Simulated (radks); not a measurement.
Q: Hf I, 72 electrons, occupied as [Xe] 4f14 5d2 6s2. Calculated with a radial shooting solver on a logarithmic mesh with Libxc functionals: Dirac Kohn-Sham, PBE, spin-unpolarised, spherical densities, finite nucleus; open shells are shared between the two j in proportion to 2j + 1; Fermi nuclear charge, rms radius 5.347 fm.

Spin-orbit splittings of the eigenvalues, e(l+1/2) - e(l-1/2), with zeta = 2 splitting/(2l+1) and mean radii in bohr:

| shell | occ. | splitting (eV) | zeta (eV) | <r> j=l-1/2 | <r> j=l+1/2 |
|---|---|---|---|---|---|
| 2p | 6 | 1192 | 794.5 | 0.06612 | 0.07385 |
| 3p | 6 | 255.4 | 170.3 | 0.1981 | 0.2124 |
| 3d | 10 | 55.71 | 22.28 | 0.1863 | 0.1908 |
| 4p | 6 | 58.44 | 38.96 | 0.4746 | 0.5075 |
| 4d | 10 | 10.70 | 4.281 | 0.5285 | 0.5400 |
| 4f | 14 | ? | ? | 0.6707 | 0.6836 |
| 5p | 6 | 7.767 | 5.178 | 1.267 | 1.377 |
| 5d | 2 | 0.4484 | 0.1794 | 2.437 | 2.572 |

Estimate the 4f splitting.

A: 1.744 eV (zeta = 0.4982 eV).
